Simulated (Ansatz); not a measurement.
CH₄FGaSe, SMILES `[CH3][Ga]([F])[SeH]`. The species carries charge 0 and has multiplicity 1. Correlated methods include outer-core shells of Ga, Se, which these sets cover unevenly. Scalar relativity is left out up to krypton.

Z-matrix (Å, degrees):
```
C
Ga 1 1.947
H 1 1.090 2 111.4
H 1 1.092 2 109.3 3 120.6
H 1 1.091 2 109.4 3 -121.2
F 2 1.762 1 118.2 3 172.3
Se 2 2.316 1 129.6 3 -7.9
H 7 1.469 2 90.6 1 -179.7
```

Question: Give the diagnostics of a CCSD(T)/def2-TZVPP run (frozen core, Ansatz). (An estimate is asked.)

Answer: The calculation gave: T1 = 0.0118, largest single amplitude 0.029, largest double 0.035, (T) share of the correlation energy 3.6 %, 9 CCSD cycles. The RHF solution is stable towards an unrestricted one. T1 lies under the customary mark of 0.02 for closed shells.
